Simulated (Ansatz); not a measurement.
A run on `[NH2][SnH]([OH])[F]` with other settings.

```yaml
crystal:
  periodic: [false, false, false]
  atoms:
    - {symbol: N, position_ang: [-0.667236, 1.410874, 0.046466]}
    - {symbol: Sn, position_ang: [0.303887, -0.292733, 0.396712]}
    - {symbol: O, position_ang: [1.329978, -0.630605, -1.220954]}
    - {symbol: F, position_ang: [-0.878381, -1.817201, 0.462193]}
    - {symbol: H, position_ang: [-1.316262, 1.697403, 0.766445]}
    - {symbol: H, position_ang: [-1.137182, 1.435158, -0.848771]}
    - {symbol: H, position_ang: [1.187829, -0.311908, 1.841854]}
    - {symbol: H, position_ang: [1.269368, -1.548188, -1.499845]}
basis:
  gaussian: {orbitals: def2-SVPD}
hamiltonian: {xc: {name: CAM-B3LYP}}
```

```sh
$ ansatz run in.yaml --threads 2 --pin off --events-out ev --progress --plain --max-ram 4352MiB
```

It prints (some lines left out):

```
Functional definition: CAM-B3LYP
1203 factors; their error is unknown
460 factors; integrals over basis functions are off by at most 2.3e-5 eV
mean field evaluation 1: about -12134.1386 eV, gradient 7.7e1 eV
mean field evaluation 2: about -12121.9848 eV, gradient 1.1e2 eV
mean field evaluation 4: about -12144.8756 eV, gradient 5.7e0 eV
mean field evaluation 8: about -12144.9350 eV, gradient 6.7e-2 eV
mean field evaluation 16: about -12145.0017 eV, gradient 1.8e-5 eV
mean field -12145.00173654 eV, -446.3205816398 hartree, gradient 1.8e-5 eV, S^2 0.000000; 0 other end points of the search recorded, 0 dependent functions left out
reference -12145.00187167 eV, -446.3205866060 hartree; 25, 25 occupied and 105, 105 virtual orbitals, 1203 factors
Total energy: -12145.00187167 eV, -446.3205866060 hartree
```

Hardware: 2 threads of an Arm Neoverse V2 on a shared host. Wall time 2.4 s, peak host memory 0.38 GiB.
